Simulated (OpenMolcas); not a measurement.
# Multiconfigurational calculation on neutral phosphorus

Input:

```
&GATEWAY
Coord
1

P 0.0 0.0 0.0
Basis=ANO-RCC-VQZP
Group=XYZ
NoMove
AngMom=0.0 0.0 0.0
AMFI
&SEWARD
Relativistic=R03O02
&RASSCF
FileOrb=start.orb
Symmetry=2
Spin=4
nActEl=5 0 0
Inactive=2 3
Ras2=1 3
CIRoot=1 1 1
SDav=1
CIMx=300
Iter=120 100
PrWF=0.3
OrbListing=Nothing
MaxOrb=0
Atom
>>> COPY $Project.JobIph JOB001
&RASSCF
FileOrb=start.orb
Symmetry=2
Spin=2
nActEl=5 0 0
Inactive=2 3
Ras2=1 3
CIRoot=8 8 1
SDav=11
CIMx=300
Iter=120 100
PrWF=0.3
OrbListing=Nothing
MaxOrb=0
Atom
>>> COPY $Project.JobIph JOB002
&RASSI
NrOfJobIphs=2 1 8
1
1 2 3 4 5 6 7 8
IphNames
JOB001
JOB002
EJob
SpinOrbit
DIPRint=1.0
SOCoupling=1000.0
Subsets=2
MEES
Property=10
'ANGMOM' 1 'ANGMOM' 2 'ANGMOM' 3 'MLTPL  1' 1 'MLTPL  1' 2 'MLTPL  1' 3
'AMFI' 1 'AMFI' 2 'AMFI' 3 'MLTPL  2' 6
SOProperty=3
'ANGMOM' 1 'ANGMOM' 2 'ANGMOM' 3
```

Launched by
```bash
OMP_NUM_THREADS=1 MOLCAS_MEM=2252 MOLCAS_PROJECT=a pymolcas a.inp > a.log  # once for each step of the input, in one work folder
```

A driver script runs the steps one by one and writes start.orb anew before each from the orbitals found so far.

Output, cut to the results:

```
--- SEWARD ---
Basis set label: P.ANO-RCC...6S5P3D2F1G.

      Electronic valence basis set:
      ------------------
      Associated Effective Charge  15.000000 au
      Associated Actual Charge     15.000000 au
      Nuclear Model: Point charge

      Shell  nPrim  nBasis  Cartesian Spherical Contaminant
         s      17       6        X
         p      12       5        X
         d       5       3                 X
         f       4       2                 X
         g       2       1                 X
Relativistic=R03O02
                  Relativistic Douglas-Kroll-Hess integrals:
                    - DKH order of Hamiltonian: 3
                    - DKH order of Properties : 2
--- RASSCF ---
Wave function specifications:
      -----------------------------

      Number of closed shell electrons          10
      Number of electrons in active shells       5
      Max number of holes in RAS1 space          0
      Max nr of electrons in RAS3 space          0
      Number of inactive orbitals                5
      Number of active orbitals                  4
      Number of secondary orbitals              50
      Spin quantum number                      1.5
      State symmetry                             2
Orbital specifications:
      -----------------------

      Symmetry species                           1   2
                                                ag  au
      Frozen orbitals                            0   0
      Inactive orbitals                          2   3
      Active orbitals                            1   3
      RAS1 orbitals                              0   0
      RAS2 orbitals                              1   3
      RAS3 orbitals                              0   0
      Secondary orbitals                        27  23
      Deleted orbitals                           0   0
      Number of basis functions                 30  29
      Number of CSFs                             1
      Number of root(s) required                 1
      Iter CI   SX   CI       RASSCF       Energy    max ROT     max BLB   max BLB  Level Ln srch  Step   QN
          iter iter root      energy       change     param      element    value   shift minimum  type update
 Nr of preliminary CI iterations:   1
 ###############################################################################
 ###############################################################################
 ###                                                                         ###
 ###                                                                         ###
 ###    WARNING: Problems in orbital optimization.                           ###
 ###                                                                         ###
 ###                                                                         ###
 ###############################################################################
 ###############################################################################
  Warning: In symmetry  1, orbital p=   3 has diagonal density matrix element D(p,p) close to two. (2 - D(p,p))=  0.000000E+00
        1   1    5    1  -341.53547351    0.00E+00  -1.34E-06    2   4 1  7.38E-06   0.50   0.00    SX    NO
        ...
 ###############################################################################
 ###############################################################################
  Warning: In symmetry  1, orbital p=   3 has diagonal density matrix element D(p,p) close to two. (2 - D(p,p))=  0.000000E+00
        4   1    3    1  -341.53547351   -1.25E-12   2.26E-07    3   5 1 -5.41E-07   0.50   0.00    SX    NO
      Convergence after  4 iterations
        5   1    3    1  -341.53547351   -3.98E-13   2.26E-07    3   5 1 -2.85E-07   0.50   0.00    SX    NO
      Natural orbitals and occupation numbers for root  1
      sym 1:   2.000000
      sym 2:   1.000000   1.000000   1.000000
::    RASSCF root number  1 Total energy:   -341.53547351
--- RASSCF ---
Wave function specifications:
      -----------------------------

      Number of closed shell electrons          10
      Number of electrons in active shells       5
      Max number of holes in RAS1 space          0
      Max nr of electrons in RAS3 space          0
      Number of inactive orbitals                5
      Number of active orbitals                  4
      Number of secondary orbitals              50
      Spin quantum number                      0.5
...
--- RASSI ---
SPIN-FREE ENERGIES:
  (Shifted by EMIN (a.u.) =       -341.5354735082)

 SF State       Relative EMIN(au)   Rel lowest level(eV)    D:o, cm**(-1)      L_eff

     1             0.0000000000        0.0000000000              0.0000         0.0
     2             0.0699165205        1.9025254450          15344.9026         2.0
     3             0.0699165205        1.9025254450          15344.9026         2.0
     4             0.0699165205        1.9025254450          15344.9026         2.0
     5             0.0699165205        1.9025254450          15344.9026         2.0
     6             0.0699165205        1.9025254450          15344.9026         2.0
     7             0.0943438106        2.5672258701          20706.0731         1.0
     8             0.0943438106        2.5672258701          20706.0731         1.0
     9             0.0943438106        2.5672258701          20706.0731         1.0
     Dipole printing threshold changed to   1.00000000E+00
Eigenvalues of complex Hamiltonian:
   -----------------------------------
  (Shifted by EMIN (a.u.) =       -341.5354735082)

 SO State       Relative EMIN(au)   Rel lowest level(eV)    D:o, cm**(-1)     J-value

     1            -0.0000112338        0.0000000000              0.0000         1.4
     2            -0.0000112338        0.0000000000              0.0000         1.1
     3            -0.0000112338        0.0000000000              0.0000         1.3
     4            -0.0000112338        0.0000000000              0.0000         0.8
     5             0.0698627876        1.9013689831          15335.5751         1.3
     6             0.0698627876        1.9013689831          15335.5751         1.0
     7             0.0698627876        1.9013689831          15335.5751         1.1
     8             0.0698627876        1.9013689831          15335.5751         1.2
     9             0.0699165205        1.9028311317          15347.3681         1.6
...
```

The J values that RASSI prints are effective ones from its own formula and need not be integers or half-integers; the table below assigns J from the states.

Levels above the lowest, from the spin-orbit matrix, grouped by J:

```
Configuration  Term    J  E (cm⁻¹)  Measured (cm⁻¹)  Term weight %
      3s² 3p³   ⁴S°  3/2       0.0              0.0            100
      3s² 3p³   ²D°  3/2     15336            11361            100
      3s² 3p³   ²D°  5/2     15347            11377            100
      3s² 3p³   ²P°  1/2     20715            18723            100
      3s² 3p³   ²P°  3/2     20720            18748            100
```

Against the 4 measured excited levels shown (NIST Handbook of Basic Atomic Spectroscopic Data) the mean absolute deviation is 3000 cm-1; the largest miss in energy is 3s² 3p³ ²D°_3/2: computed 15336, measured 11361 cm⁻¹ (+35.0 %).

Without dynamic correlation excited terms often stand tens of per cent too high (terms of higher spin than the ground term too low), and those without a measured partner can miss by more than the paired ones. No level of 3s 3p⁴ was computed, though it lies in the active space. Measured partners are found by configuration, term and J. A level has none where our copy of the source lacks it or the pairing is in doubt (some pairs that miss far off the trend of their configuration count as doubtful), and it then counts in no deviation. Only configurations of the active space appear. The first state left out of the spin-orbit step lies near 150000 cm-1 above the lowest spin-free state of the reference (among the parities and spins computed), and the list stops at four fifths of that energy or lower.

The RASSCF and RASSI steps took 16 s on 1 thread of Intel(R) Xeon(R) Platinum 8259CL CPU @ 2.50GHz (Skylake/Cascade Lake) (shared host); the integral step is not counted.

The term weight is that of the spin-free term in the level, not the purity of its configuration. ° marks odd parity.
